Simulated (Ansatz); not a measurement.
`[NH2][Sn]([NH2])([NH2])[F]`, 11 atoms. The species carries charge 0 and has multiplicity 1. Correlated methods include outer-core shells of Sn, which these sets cover unevenly. Sn takes the def2 core potential. All runs use 4 threads of an Arm Neoverse V2 on a shared host. Correlated methods freeze the cores.

Problem. Give the basis size and wall time and peak host memory of each of these runs in Ansatz. RKS PBE0-D4/def2-TZVP relaxation (7 steps); RKS PBE0-D4/def2-TZVP frequencies; RKS r2SCAN-D4/def2-TZVPP energy and forces; RKS PBE0-D4/def2-QZVPP energy; RHF-MP2/def2-QZVPP energy; direct RPA on PBE orbitals/def2-TZVPP energy; RKS ωB97X-V/def2-TZVPP energy; RKS PBE0-D4/def2-SVP energy; RKS ωB97M-V/def2-SVP energy; RHF-CCSD(T)/def2-TZVPP energy; RHF-CCSD(T)/def2-SVP energy; RKS BHLYP-D4/def2-TZVPP energy. (Estimate.)

Solution. The calculation gave: Other jobs shared the machine, so times are rough.

| level | job | functions | wall time | peak host memory (GiB) |
| --- | --- | --- | --- | --- |
| RKS PBE0-D4/def2-SVP | energy | 112 | 1.1 s | 0.53 |
| RKS BHLYP-D4/def2-TZVPP | energy | 258 | 2.6 s | 0.67 |
| RKS r2SCAN-D4/def2-TZVPP | energy and forces | 258 | 3.8 s | 0.35 |
| RKS ωB97M-V/def2-SVP | energy | 112 | 4.5 s | 0.53 |
| direct RPA on PBE orbitals/def2-TZVPP | energy | 258 | 6.5 s | 0.7 |
| RKS PBE0-D4/def2-QZVPP | energy | 490 | 6.5 s | 1.7 |
| RKS ωB97X-V/def2-TZVPP | energy | 258 | 7 s | 0.8 |
| RHF-CCSD(T)/def2-SVP | energy | 112 | 9 s | 0.7 |
| RHF-MP2/def2-QZVPP | energy | 490 | 18 s | 2.9 |
| RKS PBE0-D4/def2-TZVP | relaxation (7 steps) | 210 | 22 s | 0.58 |
| RKS PBE0-D4/def2-TZVP | frequencies | 210 | 2.3 min | 0.58 |
| RHF-CCSD(T)/def2-TZVPP | energy | 258 | 4.6 min | 7 |
